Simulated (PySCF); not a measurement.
This PySCF input asks for the NMR shieldings of `InChI=1S/C5H4F4/c1-2-3-4(6)5(7,8)9/h1,4H,3H2/t4-/m1/s1`; the geometry comes from GFN2-xTB.

```python
import basis_set_exchange as bse
import numpy as np
from pyscf import gto, dft
from pyscf.prop import nmr

atoms = """
C     2.549521   -0.364431    0.330789
C     1.566348    0.291130    0.148483
C     0.366973    1.075408   -0.065726
C    -0.885608    0.312136    0.367730
F    -1.975354    1.141506    0.294996
C    -1.165677   -0.903979   -0.529383
F    -2.379620   -1.413739   -0.304261
F    -0.285209   -1.886244   -0.296703
F    -1.095612   -0.614573   -1.831854
H     3.418052   -0.932212    0.482496
H     0.417819    1.997155    0.520795
H     0.278868    1.343328   -1.122762
H    -0.814889   -0.044996    1.403928
"""
names = dict.fromkeys(["C", "F", "H"], "pcSseg-1")
basis = {el: gto.basis.parse(bse.get_basis(n, elements=[el], fmt="nwchem")) for el, n in names.items()}
mol = gto.M(atom=atoms, basis=basis, charge=0, verbose=0)
mf = dft.RKS(mol, xc="PBE0")
mf.grids.level = 2
mf.grids.alignment = dft.numint.BLKSIZE   # the property module wants whole blocks of grid points
mf.conv_tol = 1e-9
mf.kernel()

calc = nmr.RKS(mf)   # GIAO
C = mf.mo_coeff
Co = C[:, mf.mo_occ > 0]
resp = mf.gen_response(singlet=True, hermi=2)
def vind(x):   # induced exchange potential for any number of trial vectors
    d = np.einsum("pi,xij,qj->xpq", C, 2 * x.reshape(-1, C.shape[1], Co.shape[1]), Co, optimize=True)
    return np.einsum("xpq,pi,qj->xij", resp(d - d.transpose(0, 2, 1)), C, Co, optimize=True).ravel()
mo1, _ = nmr.rhf.solve_mo1(calc, with_cphf=vind)
sigma = calc.kernel(mo1)
for i, s in enumerate(sigma):   # ppm
    print("%2d %-2s %9.2f" % (i, mol.atom_pure_symbol(i), np.trace(s) / 3))
```

Q: What are the results?

A: 
```
 0 C     106.10
 1 C     107.27
 2 C     164.33
 3 C      94.65
 4 F     391.21
 5 C      54.67
 6 F     260.43
 7 F     249.93
 8 F     274.89
 9 H      30.13
10 H      28.78
11 H      28.59
12 H      26.79
```

These numbers come from an equivalent density-fitted implementation of the same equations, which agrees with the script to about 0.01 ppm for H and up to a few tenths of a ppm for heavy atoms, so last digits may differ.

Q: Turn these shieldings into chemical shifts. Scale: TMS for $^{13}$C (σref 186.93), $^{1}$H (σref 31.72); $^{19}$F (σref 170.95) against CFCl3 (reference shieldings calculated alike).

A: Averaging equivalent atoms: C 5: 132.3; C 3: 92.3; C 0: 80.8; C 1: 79.7; C 2: 22.6; F 6/7/8: -90.8; F 4: -220.3; H 12: 4.92; H 11: 3.13; H 10: 2.94; H 9: 1.59 ppm. Unscaled 19F shifts against computed CFCl3 carry errors that often reach 10 to 50 ppm.

Size and cost of the density-fitted run: 173 basis functions, 36 s wall time on 1 thread of an x86-64 server CPU, shared host.
